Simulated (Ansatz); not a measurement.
The cluster Au2Br. Charge 0, multiplicity 2. Geometry PBE-D4/def2-TZVP; atoms count from 1.

```csv
atom,x (Å),y (Å),z (Å)
Au1,0.2746,0.2713,0.0162
Au2,-2.0451,1.2980,-0.2357
Br3,1.7704,-1.5693,0.2195
```

In the def2 sets Au takes a core potential; there is no spin–orbit coupling. The structure comes from a short search, and lower isomers may exist.

(1) Estimate the Mulliken populations from the PBE0/def2-TZVP orbitals of Ansatz.

(2) Where does the spin sit?

(3) And the Mayer bond orders between bonded heavy atoms (over 0.3)?

Results:

(1) 
```
atom  charge (e)  spin (α − β)  d electrons
 Au1        0.11          0.23         9.64
 Au2        0.19          0.46         9.86
 Br3       -0.30          0.31            –
```
Mulliken values and Mayer orders depend strongly on the basis.

(2) Summed by element: Au 0.69, Br 0.31, of 1 unpaired in all. Largest on single atoms: Au2 0.46, Br3 0.31, Au1 0.23.

(3) Au1–Au2 0.83 (2.55 Å); Au1–Br3 0.89 (2.38 Å).
